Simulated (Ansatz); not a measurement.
Ansatz (an electronic-structure program) input:

Ansatz 0.2 input:
```yaml
crystal:
  periodic: [false, false, false]
  atoms:
    - {symbol: Ru, position_ang: [-0.00885285, -0.01381596, 0.02488760]}
    - {symbol: O, position_ang: [1.47761042, -0.30354551, -0.76717079]}
    - {symbol: O, position_ang: [-0.50879939, -0.79404359, 1.43036356]}
    - {symbol: O, position_ang: [-0.92012034, 1.17357687, -0.80007459]}
basis:
  gaussian:
    orbitals: STO-3G
magnetization: {spin_polarized: true, initial_magnetization: 2}
correlation: {method: ccsd_t, electrons: outside_noble_gas}
```

Task: Predict the final energy.

Result: -4619.62667 Eh (CCSD(T)/STO-3G). The basis has 42 functions.

This is an excited triplet: at this geometry the singlet lies 0.87 eV lower at RI-MP2/CBS(def2-TZVPPD,def2-QZVPPD)+[CCSD(T)-MP2]/def2-SVPD.

The program attaches cautions to this result: large difference.

The determinant is spin-contaminated: <S^2> is 2.99 against 2.00 for a pure state.
